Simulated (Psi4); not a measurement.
C4H5, charge -1, singlet, at a GFN2-xTB geometry (a gas-phase anion, which may not be bound at this level), with bond 9-4 at 1.8 times its length; Psi4 with HF/def2-SV(P).

The Psi4 input:
```
memory 2 GB

molecule mol {
-1 1
  C     0.018388    1.092612    0.317932
  C     0.043221   -1.098873    0.292968
  C     0.863642    0.014546   -0.417822
  C    -0.646975   -0.002427   -0.430534
  H    -0.115419    1.126840    1.415201
  H    -0.006769    2.101571   -0.114359
  H    -0.089492   -1.161107    1.389138
  H     0.040819   -2.098035   -0.162198
  H    -2.180263   -0.006012   -1.641046
}

set basis def2-sv(p)
set reference rhf
set stability_analysis check
set scf_type pk

energy('scf')
print_variables()
```

What the program printed (banner, timings and long lists left out):

```
   => Loading Basis Set <=

    Name: DEF2-SV(P)
    Role: ORBITAL
    Keyword: BASIS

         ---------------------------------------------------------
                                   SCF
               by Justin Turney, Rob Parrish, Andy Simmonett
                          and Daniel G. A. Smith
                              RHF Reference
         ---------------------------------------------------------

  ==> Geometry <==

    Molecular point group: c1
    Full point group: C1

    Geometry (in Angstrom), charge = -1, multiplicity = 1:

       Center              X                  Y                   Z               Mass
    ------------   -----------------  -----------------  -----------------  -----------------
         C            0.000103566085     1.091984812339     0.354806613906    12.000000000000
         C            0.024936566085    -1.099500187661     0.329842613906    12.000000000000
         C            0.845357566085     0.013918812339    -0.380947386094    12.000000000000
         C           -0.665259433915    -0.003054187661    -0.393659386094    12.000000000000
         H           -0.133703433915     1.126212812339     1.452075613906     1.007825032230
         H           -0.025053433915     2.100943812339    -0.077484386094     1.007825032230
         H           -0.107776433915    -1.161734187661     1.426012613906     1.007825032230
         H            0.022534566085    -2.098662187661    -0.125323386094     1.007825032230
         H           -2.198547433915    -0.006639187661    -1.604171386094     1.007825032230

  Running in c1 symmetry.

  Rotational constants: A =      0.52686  B =      0.32083  C =      0.28023 [cm^-1]
  Rotational constants: A =  15794.91977  B =   9618.36388  C =   8401.19174 [MHz]
  Nuclear repulsion =  105.134946694697504

  Charge       = -1
  Multiplicity = 1
  Electrons    = 30
  Nalpha       = 15
  Nbeta        = 15

  ==> Algorithm <==

  SCF Algorithm Type is PK.
  DIIS enabled.
  MOM disabled.
  Fractional occupation disabled.
  Guess Type is SAD.
  Energy threshold   = 1.00e-06
  Density threshold  = 1.00e-06
  Integral threshold = 1.00e-12

  ==> Primary Basis <==

  Basis Set: DEF2-SV(P)
    Blend: DEF2-SV(P)
    Number of shells: 34
    Number of basis functions: 66
    Number of Cartesian functions: 70
    Spherical Harmonics?: true
    Max angular momentum: 2

  ==> Integral Setup <==

  Using in-core PK algorithm.
   Calculation information:
      Number of atoms:                   9
      Number of AO shells:              34
      Number of primitives:             68
      Number of atomic orbitals:        70
      Number of basis functions:        66

      Integral cutoff                 1.00e-12
      Number of threads:                 1

  Performing in-core PK
  Using 4890732 doubles for integral storage.
  We computed 176597 shell quartets total.
  Whereas there are 177310 unique shell quartets.

  ==> DiskJK: Disk-Based J/K Matrices <==

    J tasked:                  Yes
    K tasked:                  Yes
    wK tasked:                  No
    Schwarz Cutoff:          1E-12

  Minimum eigenvalue in the overlap matrix is 2.5000276892E-03.
  Reciprocal condition number of the overlap matrix is 4.0076496627E-04.
    Using symmetric orthogonalization.

  ==> Pre-Iterations <==

  SCF Guess: Superposition of Atomic Densities via on-the-fly atomic UHF (no occupation information).

   -------------------------
    Irrep   Nso     Nmo
   -------------------------
     A         66      66
   -------------------------
    Total      66      66
   -------------------------

  ==> Iterations <==

                        Total Energy        Delta E     RMS |[F,P]|

   @RHF iter SAD:  -153.53555027719202   -1.53536e+02   0.00000e+00
   @RHF iter   1:  -153.73799990488692   -2.02450e-01   7.93285e-03 ADIIS/DIIS
   @RHF iter   2:  -153.86863946982211   -1.30640e-01   5.81675e-03 ADIIS/DIIS
   @RHF iter   3:  -153.95239489209297   -8.37554e-02   6.90563e-04 ADIIS/DIIS
   @RHF iter   4:  -153.95479382684516   -2.39893e-03   2.60711e-04 ADIIS/DIIS
   @RHF iter   5:  -153.95508070824525   -2.86881e-04   1.19313e-04 ADIIS/DIIS
   @RHF iter   6:  -153.95514636620572   -6.56580e-05   3.07274e-05 DIIS
   @RHF iter   7:  -153.95515650099597   -1.01348e-05   9.92628e-06 DIIS
   @RHF iter   8:  -153.95515742800356   -9.27008e-07   4.96154e-06 DIIS
   @RHF iter   9:  -153.95515774117754   -3.13174e-07   2.11488e-06 DIIS
   @RHF iter  10:  -153.95515781695204   -7.57745e-08   6.94314e-07 DIIS
  Energy and wave function converged.

	Presorting SO-basis two-electron integrals.
	Sorting File: SO Ints (nn|nn) nbuckets = 1
	Constructing frozen core operators
	Starting first half-transformation.
	Sorting half-transformed integrals.
	First half integral transformation complete.
	Starting second half-transformation.
	Two-electron integral transformation complete.
	Starting first half-transformation.
	Sorting half-transformed integrals.
	First half integral transformation complete.
	Starting second half-transformation.
	Two-electron integral transformation complete.
    Lowest singlet (RHF->RHF) stability eigenvalues:
       A 0.142176         A 0.191436         A 0.236522         A 0.282436
       A 0.297987

    Lowest triplet (RHF->UHF) stability eigenvalues:
       A -0.063886        A 0.058289         A 0.087843         A 0.144442
       A 0.149350

  ==> Post-Iterations <==

    Orbital Energies [Eh]
    ---------------------

    Doubly Occupied:

       1A    -11.086067     2A    -11.051938     3A    -11.051903
       4A    -11.012732     5A     -0.991755     6A     -0.712293
       7A     -0.577981     8A     -0.464714     9A     -0.439234
      10A     -0.393480    11A     -0.311502    12A     -0.224277
      13A     -0.213753    14A     -0.152897    15A     -0.088259

    Virtual:

      16A      0.274676    17A      0.366132    18A      0.390838
      19A      0.407774    20A      0.452222    21A      0.479345
      22A      0.549950    23A      0.564573    24A      0.595227
      25A      0.635236    26A      0.808750    27A      0.827601
      28A      0.872858    29A      0.876230    30A      0.892432
      31A      0.917929    32A      0.973023    33A      1.043752
      34A      1.053515    35A      1.058183    36A      1.068792
      37A      1.090292    38A      1.100256    39A      1.107794
      40A      1.123123    41A      1.157681    42A      1.169030
      43A      1.189494    44A      1.222316    45A      1.252603
      46A      1.328541    47A      1.942416    48A      1.975727
      49A      2.079957    50A      2.104521    51A      2.246603
      52A      2.266335    53A      2.400967    54A      2.415535
      55A      2.482668    56A      2.663303    57A      2.692239
      58A      2.697044    59A      2.791191    60A      2.838134
      61A      2.871873    62A      2.945690    63A      3.001883
      64A      3.124507    65A      3.291940    66A      3.309824

    Final Occupation by Irrep:
              A
    DOCC [    15 ]
    NA   [    15 ]
    NB   [    15 ]

  @RHF Final Energy:  -153.95515781695204

   => Energetics <=

    Nuclear Repulsion Energy =            105.1349466946975042
    One-Electron Energy =                -420.6345429748087668
    Two-Electron Energy =                 161.5444384631592527
    Total Energy =                       -153.9551578169520383

Computation Completed

Properties will be evaluated at   0.000000,   0.000000,   0.000000 [a0]

Properties computed using the SCF density matrix

 Multipole Moments:

 ------------------------------------------------------------------------------------
     Multipole            Electronic (a.u.)      Nuclear  (a.u.)        Total (a.u.)
 ------------------------------------------------------------------------------------

 L = 1.  Multiply by 2.5417464519 to convert [e a0] to [Debye]
 Dipole X            :          2.5029234           -2.2898125            0.2131109
 Dipole Y            :          0.0243405           -0.0373853           -0.0130448
 Dipole Z            :          0.3529873            1.0041321            1.3571193
 Magnitude           :                                                    1.3738120

 ------------------------------------------------------------------------------------

  Variable Map:
  ----------------------------------------------------------------------------
  "CURRENT ENERGY"           =>    -153.955157816952
  "CURRENT REFERENCE ENERGY" =>    -153.955157816952
  "DD SOLVATION ENERGY"      =>       0.000000000000
  "HF KINETIC ENERGY"        =>     153.003555610943
  "HF POTENTIAL ENERGY"      =>    -306.958713427895
  "HF TOTAL ENERGY"          =>    -153.955157816952
  "HF VIRIAL RATIO"          =>       2.006219477725
  "NUCLEAR REPULSION ENERGY" =>     105.134946694698
  "ONE-ELECTRON ENERGY"      =>    -420.634542974809
  "PCM POLARIZATION ENERGY"  =>       0.000000000000
  "PE ENERGY"                =>       0.000000000000
  "SCF ITERATION ENERGY"     =>    -153.955157816952
  "SCF ITERATIONS"           =>      10.000000000000
  "SCF TOTAL ENERGY"         =>    -153.955157816952
  "TWO-ELECTRON ENERGY"      =>     161.544438463159

  Array Variable Map:
  ----------------------------------------------------------------------------
  "CURRENT DIPOLE"           =>       0.213110935870 ... 1.357119342874 1 by 3
  "SCF DIPOLE"               =>       0.213110935870 ... 1.357119342874 1 by 3
  "SCF TOTAL ENERGIES"       =>    -153.535550277192 ... -153.955157816952 1 by 11
```
